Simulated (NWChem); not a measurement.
# Atomisation of C2H6FNSi

```
N
C 1 1.2690
H 2 1.1130 1 121.89
C 2 1.4997 3 114.63 1 180.00
H 4 1.0986 2 110.77 3 180.00
H 4 1.1042 5 109.76 2 121.74
H 4 1.1042 5 109.76 6 116.52
Si 1 1.7292 2 129.51 3 0.00
F 8 1.6364 1 112.26 2 0.00
H 8 1.4836 9 107.68 1 119.53
H 8 1.4836 10 112.00 9 -118.20
```
Charge 0, spin multiplicity 1.

All runs are NWChem calculations. The geometry was optimised at B3LYP/def2-SVP, a minimum by its harmonic frequencies. It is one conformer; others weren't searched.

Basis set: def2-TZVP. The atomisation energy is electronic alone: no zero-point, thermal, spin-orbit or counterpoise terms. No value is extrapolated to the basis-set limit. Free atoms are single determinants with multiplicities C 3, N 4, Si 3, F 2, H 2. Correlated methods freeze the same cores in atoms and molecule, 9 orbitals in all.

Relative cost: rough, from shared machines, SCF included, PBE0 = 1. Costs are the molecule's.

B3LYP has NWChem's definition, with VWN1-RPA local correlation. GW and range-separated runs recompute their integrals, the others keep them in memory, which bears on the times. The structure started from a generated list of species. The stability of the SCF solutions was not checked. Open-shell Hartree-Fock references start from PBE0 orbitals; any time given for them includes that run.

| method | atomisation energy (kcal/mol) | relative cost |
|---|---|---|
| PBE0 | ___ | 1 |
| BP86 | 1044.5 | under 3 |
| PBE | ___ | under 3 |
| HF | 743.6 | under 3 |
| MP2 | ___ | 6 |
| B3LYP | ___ | under 3 |
| CAM-B3LYP | 1022.0 | 20 |
| TPSS | 1026.3 | under 3 |

Question: Fill in the missing entries.

Answer: 
- PBE0, atomisation energy (kcal/mol): 1013.8
- PBE, atomisation energy (kcal/mol): 1033.8
- MP2, atomisation energy (kcal/mol): 998.1
- B3LYP, atomisation energy (kcal/mol): 1014.0
